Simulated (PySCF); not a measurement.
How methods differ on the ionisation energy of Ru⁺

Ru⁺ [Kr] 4d7 (4F) → Ru²⁺ [Kr] 4d6 (5D), as a difference of total energies. All numbers are calculated (PySCF 2.14, a scalar-relativistic core potential, in def2-TZVPPD with the def2 core potential (28 electrons)). Correlated levels: valence and next inner shell: nothing frozen outside the core potential. The calculations carry no spin-orbit coupling.

| method | ionisation energy (eV) |
| --- | --- |
| UHF | 14.972 |
| MP2 (valence and next inner shell) | 16.346 |
| SCS-MP2 (valence and next inner shell) | 16.333 |
| CCSD (valence and next inner shell) | 16.261 |
| CCSD(T) (valence and next inner shell) | 16.339 |

Q: How much does correlation contribute at CCSD(T) (valence and next inner shell)?

A: 16.339 − (14.972) = 1.367 eV, measured against UHF.

The reference lies between the lowest fine-structure levels, while these numbers refer to the centres of the terms.

Errors of the correlated levels include the incompleteness of this basis.

For comparison: 16.76 ± 0.06 eV (semi-empirical (NIST evaluation); NIST Atomic Spectra Database, ionization energies).
